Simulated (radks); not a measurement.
Species: Ni III. Configuration: [Ar] 3d8.

All-electron calculation, non-relativistic Kohn-Sham, LDA (Slater exchange, Perdew-Wang correlation), spin-polarised, spherical densities, point nucleus; open shells are filled with parallel spins first; hard spherical wall at 2.5 bohr. Program: a radial shooting solver on a logarithmic mesh with Libxc functionals.

Energy parts (hartree):
| part | energy |
|---|---|
| total | -1504.19144 |
| kinetic | 1505.30486 |
| electron-nucleus | -3583.92127 |
| Hartree | 634.66246 |
| exchange-correlation | -60.23750 |

Orbitals (lengths in bohr, moments of r in powers of bohr; <r^-3> diverges for s and p1/2):
1s up: occ. 1; eigenvalue (hartree) -298.2808
1s down: occ. 1; eigenvalue (hartree) -298.2803
2s up: occ. 1; eigenvalue (hartree) -35.71177
2s down: occ. 1; eigenvalue (hartree) -35.66601
2p up: occ. 3; eigenvalue (hartree) -31.26448; <r^-3> 596.6
2p down: occ. 3; eigenvalue (hartree) -31.22976; <r^-3> 597.5
3s up: occ. 1; eigenvalue (hartree) -4.46028
3s down: occ. 1; eigenvalue (hartree) -4.37785
3p up: occ. 3; eigenvalue (hartree) -3.10708; <r^-3> 74.64
3p down: occ. 3; eigenvalue (hartree) -3.02648; <r^-3> 74.02
3d up: occ. 5; eigenvalue (hartree) -0.82782; <r^-3> 7.608
3d down: occ. 3; eigenvalue (hartree) -0.75079; <r^-3> 7.495
4s up: occ. 0; eigenvalue (hartree) 0.12308
4s down: occ. 0; eigenvalue (hartree) 0.16472
4p up: occ. 0; eigenvalue (hartree) 0.64008; <r^-3> 29.22
4p down: occ. 0; eigenvalue (hartree) 0.68191; <r^-3> 29.22
4d up: occ. 0; eigenvalue (hartree) 1.59029; <r^-3> 5.345
4d down: occ. 0; eigenvalue (hartree) 1.63745; <r^-3> 5.406

The highest occupied level is 3d down at -20.430 eV. The electron density at the nucleus is 1.488e+04 e/bohr^3. Spin moment in Bohr magnetons: 2. The spin density at the nucleus is -0.4287 e/bohr^3 (1s -0.0447, 2s -0.9416, 3s 0.5576), a Fermi contact field of -22.5 T. The pressure on the wall is 417 GPa. Summed over all electrons, <r^2> = 13.80 bohr^2, which gives a Langevin (diamagnetic) susceptibility term of -10.9 x 10^-6 cm^3/mol. The density falls to 0.001 e/bohr^3 at r = 2.33 bohr.
